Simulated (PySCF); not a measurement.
CaF₂, singlet, geometry from GFN2-xTB of the parent state (such geometries of metal compounds can be far from the true shape); SVWN5/def2-SVP (PySCF).

The PySCF input:
```python
from pyscf import gto, scf, dft

mol = gto.M(
    atom='''
Ca    0.616942   -0.101181   -0.231655
F    -0.865299    1.211631   -0.701577
F    -0.505683   -0.986784    1.216365
''',
    basis='def2-svp',
    charge=0,
    spin=0,
    verbose=4,
)

mf = dft.RKS(mol)
mf.xc = 'lda,vwn'
mf.kernel()
mf.analyze()
```

Problem. What does PySCF print? Leave out banner, timings and long lists.

Solution. 
```
PySCF version 2.14.0

[INPUT] verbose = 4
[INPUT] num. atoms = 3
[INPUT] num. electrons = 38
[INPUT] charge = 0
[INPUT] spin (= nelec alpha-beta = 2S) = 0
[INPUT] symmetry False subgroup None
[INPUT] Mole.unit = angstrom
[INPUT] Symbol           X                Y                Z      unit          X                Y                Z       unit  Magmom
[INPUT]  1 Ca     0.616942000000  -0.101181000000  -0.231655000000 AA    1.165851414741  -0.191204379010  -0.437764505386 Bohr   0.0
[INPUT]  2 F     -0.865299000000   1.211631000000  -0.701577000000 AA   -1.635178125860   2.289650754033  -1.325788385294 Bohr   0.0
[INPUT]  3 F     -0.505683000000  -0.986784000000   1.216365000000 AA   -0.955602375848  -1.864751504103   2.298596717507 Bohr   0.0

nuclear repulsion = 108.194037237966
number of shells = 22
number of NR pGTOs = 109
number of NR cGTOs = 52
basis = def2-svp
ecp = {}

******** <class 'pyscf.dft.rks.RKS'> ********
method = RKS
initial guess = minao
damping factor = 0
level_shift factor = 0
DIIS = <class 'pyscf.scf.diis.CDIIS'>
diis_start_cycle = 1
diis_space = 8
diis_damp = 0
SCF conv_tol = 1e-09
SCF conv_tol_grad = None
SCF max_cycles = 50
direct_scf = True
direct_scf_tol = 1e-13
XC library pyscf.dft.libxc version 7.1.2
    S. Lehtola, C. Steigemann, M. J. T. Oliveira, and M. A. L. Marques,  SoftwareX 7, 1–5 (2018)
XC functionals = lda,vwn
    P. A. M. Dirac,  Math. Proc. Cambridge Philos. Soc. 26, 376 (1930)
    F. Bloch,  Z. Phys. 57, 545 (1929)
    S. H. Vosko, L. Wilk, and M. Nusair,  Can. J. Phys. 58, 1200 (1980)
radial grids:
    Treutler-Ahlrichs [JCP 102, 346 (1995); DOI:10.1063/1.469408] (M4) radial grids

becke partition: Becke, JCP 88, 2547 (1988); DOI:10.1063/1.454033
pruning grids: <function nwchem_prune>
grids dens level: 3
symmetrized grids: False
atomic radii adjust function: <function treutler_atomic_radii_adjust>
small_rho_cutoff = 0
Set gradient conv threshold to 3.16228e-05
Initial guess from minao.
tot grids = 48952
init E= -873.811497721248
  HOMO = -0.474535453677464  LUMO = -0.127320358133503  gap/eV = 9.44820
cycle= 1 E= -873.840777482669  delta_E= -0.0293  |g|= 1.05  |ddm|= 2.53
  HOMO = -0.0754291856714233  LUMO = -0.0404983754703188  gap/eV = 0.95052
cycle= 2 E= -857.875262368279  delta_E=   16  |g|= 8.08  |ddm|=    5
  HOMO = -0.161199241651941  LUMO = -0.0624408186529641  gap/eV = 2.68735
cycle= 3 E= -873.933398615289  delta_E= -16.1  |g|= 0.907  |ddm|= 4.52
  HOMO = -0.215343159395942  LUMO = -0.099387058324873  gap/eV = 3.15533
cycle= 4 E= -874.050935309631  delta_E= -0.118  |g|= 0.195  |ddm|= 0.407
  HOMO = -0.222256267297578  LUMO = -0.0939780795046552  gap/eV = 3.49063
cycle= 5 E= -874.058873179281  delta_E= -0.00794  |g|= 0.0694  |ddm|= 0.128
  HOMO = -0.229754261058  LUMO = -0.0946796500628442  gap/eV = 3.67557
cycle= 6 E= -874.059736036834  delta_E= -0.000863  |g|= 0.00426  |ddm|= 0.0509
  HOMO = -0.229849822941647  LUMO = -0.0947351616636345  gap/eV = 3.67666
cycle= 7 E= -874.059741335968  delta_E= -5.3e-06  |g|= 0.000428  |ddm|= 0.00443
  HOMO = -0.229794658677532  LUMO = -0.094702964950677  gap/eV = 3.67603
cycle= 8 E= -874.059741342714  delta_E= -6.75e-09  |g|= 0.000415  |ddm|= 0.000551
  HOMO = -0.229792503208004  LUMO = -0.0947000860014517  gap/eV = 3.67605
cycle= 9 E= -874.059741373236  delta_E= -3.05e-08  |g|= 7.54e-05  |ddm|= 0.000326
  HOMO = -0.229792447016437  LUMO = -0.0946967051599401  gap/eV = 3.67614
cycle= 10 E= -874.059741374275  delta_E= -1.04e-09  |g|= 2.61e-06  |ddm|= 5.28e-05
  HOMO = -0.229793136603364  LUMO = -0.0946967131087932  gap/eV = 3.67616
cycle= 11 E= -874.059741374271  delta_E= 3.64e-12  |g|= 4.12e-07  |ddm|= 3.63e-06
  HOMO = -0.229792956174624  LUMO = -0.0946966621306387  gap/eV = 3.67616
Extra cycle  E= -874.059741374272  delta_E= -1.36e-12  |g|= 1.16e-06  |ddm|= 1.16e-06
converged SCF energy = -874.059741374272
**** SCF Summaries ****
Total Energy =                        -874.059741374272335
Nuclear Repulsion Energy =             108.194037237965588
One-electron Energy =                -1425.736885170689675
Two-electron Energy =                  443.483106558451652
Two-electron Coulomb Energy =          497.547889845761176
DFT Exchange-Correlation Energy =      -54.064783287309510
HOMO-LUMO gap [eV] =                     3.676157407102316
**** MO energy ****
MO #1   energy= -143.808457888778  occ= 2
MO #2   energy= -23.9642170315169  occ= 2
MO #3   energy= -23.9641830259534  occ= 2
MO #4   energy= -14.9488006898255  occ= 2
MO #5   energy= -12.1933714343143  occ= 2
MO #6   energy= -12.1922503066545  occ= 2
MO #7   energy= -12.1918348786467  occ= 2
MO #8   energy= -1.63341423542041  occ= 2
MO #9   energy= -0.978494379616103 occ= 2
MO #10  energy= -0.978072116141872 occ= 2
MO #11  energy= -0.96756601043361  occ= 2
MO #12  energy= -0.86539035325147  occ= 2
MO #13  energy= -0.863230914195029 occ= 2
MO #14  energy= -0.255849368039208 occ= 2
MO #15  energy= -0.255077156170792 occ= 2
MO #16  energy= -0.252321240485324 occ= 2
MO #17  energy= -0.248840209113335 occ= 2
MO #18  energy= -0.244280131608138 occ= 2
MO #19  energy= -0.229792956174624 occ= 2
MO #20  energy= -0.0946966621306387 occ= 0
MO #21  energy= -0.0265110361329049 occ= 0
MO #22  energy= -0.0242175088517644 occ= 0
MO #23  energy= -0.0115276467710008 occ= 0
MO #24  energy= 0.00344606968172201 occ= 0
MO #25  energy= 0.0227173909496585 occ= 0
MO #26  energy= 0.0476844844330271 occ= 0
MO #27  energy= 0.0481321448181653 occ= 0
 ** Mulliken pop on meta-lowdin orthogonal AOs  **
 ** Mulliken pop  **
 ** Mulliken atomic charges  **
charge of    0Ca =      1.41373
charge of    1F =     -0.70687
charge of    2F =     -0.70687
Dipole moment(X, Y, Z, Debye):  7.60586, -1.24740, -2.85593
```
